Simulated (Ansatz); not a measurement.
One change: `[SiH3][SiH]1[SiH2]S1` becomes `Cl[SiH]1[SiH2]S1`.

Ansatz, PBE0-D4/def2-TZVP geometries, multiplicity 1. 

```tsv
property	`[SiH3][SiH]1[SiH2]S1`
HOMO energy (B3LYP/def2-TZVPP) / eV	-6.95
LUMO energy (B3LYP/def2-TZVPP) / eV	-0.96
HOMO energy (ωB97M-V/def2-TZVPP) / eV	-9.11
HOMO–LUMO gap (B3LYP/def2-TZVPP) / eV	5.99
size of the dipole moment (B3LYP/def2-TZVPP) / D	1.50
ideal-gas entropy at 298 K and 1 bar (rigid rotor, harmonic PBE0-D4/def2-TZVP) / J/(mol·K)	359
```

Problem. Give the same properties after the change, and the shifts. (Best estimate.)

Solution. Ansatz gave: 
```
                                                                                  property  `Cl[SiH]1[SiH2]S1`  shift
                                                       HOMO energy (B3LYP/def2-TZVPP) / eV               -7.17  -0.22
                                                       LUMO energy (B3LYP/def2-TZVPP) / eV               -0.98  -0.02
                                                     HOMO energy (ωB97M-V/def2-TZVPP) / eV               -9.33  -0.22
                                                     HOMO–LUMO gap (B3LYP/def2-TZVPP) / eV                6.20   0.21
                                          size of the dipole moment (B3LYP/def2-TZVPP) / D                1.61   0.11
ideal-gas entropy at 298 K and 1 bar (rigid rotor, harmonic PBE0-D4/def2-TZVP) / J/(mol·K)                 329    -30
```

The zero-point energy changes by -60.7 kJ/mol with -9 modes. Dipoles are sizes alone; their direction can turn.

B3LYP here is the variant with VWN-RPA as its local correlation; programs differ in this.
